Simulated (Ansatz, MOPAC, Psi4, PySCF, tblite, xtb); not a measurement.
Dimer H2 ··· H4OSi (SMILES [H][H] and O[SiH3]) at R = 3.57 Å between the centres of mass, closest contact 2.43 Å (a random orientation, not optimised). Geometry in Å and degrees:

```
Si
O 1 1.6525
H 2 0.9598 1 118.64
H 1 1.4758 2 105.85 3 -179.94
H 1 1.4842 4 109.86 2 120.66
H 1 1.4842 4 109.86 5 118.68
H 6 2.4264 1 104.94 4 1.88
H 7 0.7438 6 93.72 1 116.82
```

GFN2-xTB (tblite); SAPT0/jun-cc-pVDZ, frozen core (Psi4); B3LYP/def2-TZVP, counterpoise-corrected (Psi4); B3LYP-D3(BJ)/def2-TZVP, counterpoise-corrected (Psi4); PBE/def2-TZVP, counterpoise-corrected (Psi4); PBE-D3(BJ)/def2-TZVP, counterpoise-corrected (Psi4); M06-2X/def2-TZVP, counterpoise-corrected (Psi4); RHF/aug-cc-pVTZ, counterpoise-corrected (Ansatz, a program for electronic structure); MP2/aug-cc-pVTZ = MP2 on RHF/aug-cc-pVTZ, frozen core, counterpoise-corrected run with Ansatz; CCSD/aug-cc-pVTZ = CCSD on RHF/aug-cc-pVTZ, frozen core, counterpoise-corrected in Ansatz; CCSD(T)/aug-cc-pVTZ = CCSD(T) on RHF/aug-cc-pVTZ, frozen core, counterpoise-corrected run with Ansatz; RHF/aug-cc-pVQZ, counterpoise-corrected (Ansatz); MP2/aug-cc-pVQZ = MP2 on RHF/aug-cc-pVQZ, frozen core, counterpoise-corrected run with Ansatz; PM7, restricted, heats of formation (MOPAC); AM1, restricted, heats of formation (MOPAC); GFN1-xTB (xtb); RKS-B3LYP/6-31G* = restricted B3LYP/6-31G*, spherical d, no counterpoise correction run with PySCF; RKS-B3LYP/LANL2DZ = restricted B3LYP/LANL2DZ, with its core potentials past Ne, no counterpoise correction in PySCF; RKS-LDA (SVWN5)/6-31G* = restricted LDA (SVWN5)/6-31G*, spherical d, no counterpoise correction in PySCF 2.14.0; RHF/3-21G = PySCF with restricted Hartree-Fock/3-21G, no counterpoise correction.

Question: What interaction energy does each level give?

Answer: 
```tsv
method	E_int / kJ/mol
RKS-LDA (SVWN5)/6-31G*	-2.17
PBE-D3(BJ)/def2-TZVP	2.30
AM1	3.02
M06-2X/def2-TZVP	3.38
CCSD(T)/aug-cc-pVTZ	3.39
B3LYP-D3(BJ)/def2-TZVP	3.40
MP2/aug-cc-pVQZ	3.64
GFN1-xTB	3.66
GFN2-xTB	3.84
CCSD/aug-cc-pVTZ	3.89
MP2/aug-cc-pVTZ	3.90
PBE/def2-TZVP	4.27
RKS-B3LYP/6-31G*	5.40
RKS-B3LYP/LANL2DZ	5.50
RHF/3-21G	5.88
SAPT0/jun-cc-pVDZ	5.94
B3LYP/def2-TZVP	6.58
RHF/aug-cc-pVQZ	8.20
RHF/aug-cc-pVTZ	8.23
PM7	10.26
```
